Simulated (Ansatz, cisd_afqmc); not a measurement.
System: Ni, charge 1, doublet.

Total energies in cc-pwCVTZ-DK, 17 correlated electrons, 5 frozen orbitals. UHF or UKS for unpaired electrons; spin-orbit terms are left out. The -DK rows use spin-free X2C, correlate 3s3p of the metal (1s2s2p frozen) and give its partners the cc-pVXZ-DK valence sets. The Monte Carlo rows (phaseless AFQMC, CISD trial, step 0.005/hartree) carry one-sigma bars that omit the constraint's bias. Outlying blocks are dropped, and bars are widened where a walk drifts. Over all cases where full CI ran beside it in this data, AFQMC minus full CI had a median of +0.1 mEh and passed +0.4 mEh in a tenth of the cases. Open-shell metal atoms are single determinants, not pure terms.

```json
[
 {"method": "HF", "program": "Ansatz", "energy (Eh)": "-1518.80419", "minus CCSDT(Q) (mEh)": "793.97"},
 {"method": "MP2", "program": "Ansatz", "energy (Eh)": "-1519.66564", "minus CCSDT(Q) (mEh)": "-67.48"},
 {"method": "CCSD", "program": "Ansatz", "energy (Eh)": "-1519.57828", "minus CCSDT(Q) (mEh)": "19.88"},
 {"method": "CCSD(T)", "program": "Ansatz", "energy (Eh)": "-1519.59937", "minus CCSDT(Q) (mEh)": "-1.21"},
 {"method": "CCSDT(Q)", "program": "Ansatz", "energy (Eh)": "-1519.59816", "minus CCSDT(Q) (mEh)": "0.00"},
 {"method": "AFQMC/CISD", "program": "cisd_afqmc", "energy (Eh)": "-1519.5986 ± 0.0004", "minus CCSDT(Q) (mEh)": "-0.5 ± 0.4"}
]
```

Ansatz is a first-principles code.
